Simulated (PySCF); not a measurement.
HOP, SMILES O=P. The structure is a stationary point at PBE-D3(BJ)/def2-TZVPD.

**Question.** Give the equilibrium geometry at PBE-D3(BJ)/def2-TZVPD (PySCF confirms it by a frequency run) as bond lengths and angles, and its point group. (An estimate is asked for; the answer gives what the named calculation found.)

**Answer.** point group Cs.
Atoms: P1 O2 H3. Bonds (Å): P1–O2 1.500, P1–H3 1.484. Bond angles (°): O2–P1–H3 104.2.
Charge 0, spin multiplicity 1.
